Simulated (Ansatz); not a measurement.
AlClH$_{4}$OSi (`O[SiH2][AlH][Cl]`), 8 atoms. Total charge 0; spin multiplicity 1. All runs use 2 threads of an Arm Neoverse V1 on a shared host. Correlated methods freeze the cores.

(1) How many basis functions does each run have, and how long does it take in Ansatz? RKS B2PLYP (frozen core)/def2-TZVPP energy; RHF-MP2/def2-QZVPP energy; RKS PBE0-D4/def2-SVP energy; direct RPA on PBE orbitals/def2-TZVPP energy; RKS PBE0-D4/def2-TZVP relaxation (20 steps); RKS ωB97M-V/def2-QZVPP energy; RKS PBE-D4/def2-TZVPP energy and forces; RKS PBE0-D4/def2-TZVP frequencies; RKS BLYP-D4/def2-TZVPP energy; RHF-CCSD(T)/def2-SVP energy; RHF-CCSD(T)/def2-TZVPP energy; RKS PBE0-D4/def2-QZVPP energy. (Best estimate.)

Results:

(1) Ansatz gave: Other jobs shared the machine, so times are rough.

| level | job | functions | wall time | peak host memory (GiB) |
| --- | --- | --- | --- | --- |
| RKS PBE0-D4/def2-SVP | energy | 88 | 1.5 s | 0.4 |
| RHF-CCSD(T)/def2-SVP | energy | 88 | 2.5 s | 0.4 |
| RKS BLYP-D4/def2-TZVPP | energy | 213 | 2.7 s | 0.26 |
| RKS PBE-D4/def2-TZVPP | energy and forces | 213 | 3.3 s | 0.26 |
| RKS B2PLYP (frozen core)/def2-TZVPP | energy | 213 | 7 s | 0.47 |
| direct RPA on PBE orbitals/def2-TZVPP | energy | 213 | 7 s | 0.4 |
| RKS PBE0-D4/def2-QZVPP | energy | 387 | 13 s | 1.1 |
| RHF-MP2/def2-QZVPP | energy | 387 | 21 s | 1.6 |
| RKS ωB97M-V/def2-QZVPP | energy | 387 | 30 s | 1.4 |
| RHF-CCSD(T)/def2-TZVPP | energy | 213 | 75 s | 2.7 |
| RKS PBE0-D4/def2-TZVP | relaxation (20 steps) | 166 | 84 s | 0.39 |
| RKS PBE0-D4/def2-TZVP | frequencies | 166 | 2.4 min | 0.4 |
